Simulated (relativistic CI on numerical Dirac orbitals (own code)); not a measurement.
# Spin-allowed bands of a d2 ion in an octahedral site, by hand

Problem. Take Δ = 8500 cm⁻¹ and B = 880 cm⁻¹ for a d2 ion in an octahedral site. Calculate the three spin-allowed bands.

Working.
1. The terms of highest spin are 3F (energy 0) and 3P (15B = 13200 cm⁻¹). Here the F term splits into A2 at +1.2Δ = 10200, T2 at +0.2Δ = 1700 and T1 at −0.6Δ = -5100 cm⁻¹.
2. The two T1 states mix through the element 0.4Δ: H = [[-5100, 3400], [3400, 13200]], with roots ½(H₁₁ + H₂₂) ∓ ½√[(H₂₂ − H₁₁)² + 4H₁₂²] = ½(8100) ∓ ½(19523) = -5711 and 13811 cm⁻¹.
3. The ground term is 3T1 at -5711 cm⁻¹.
4. Bands: 3T2 7411 cm⁻¹ (1349 nm), 3A2 15911 cm⁻¹ (628 nm), 3T1(P) 19523 cm⁻¹ (512 nm).

Check. Exact diagonalisation of the whole d2 shell with these parameters gives 3T2 7411, 3A2 15911, 3T1 19523 cm⁻¹. The match is exact, since without spin-orbit coupling no other term has this spin. The ratio of the second band to the first, 2.147, depends on Δ/B = 9.7 alone, which is how a Tanabe-Sugano diagram is read.
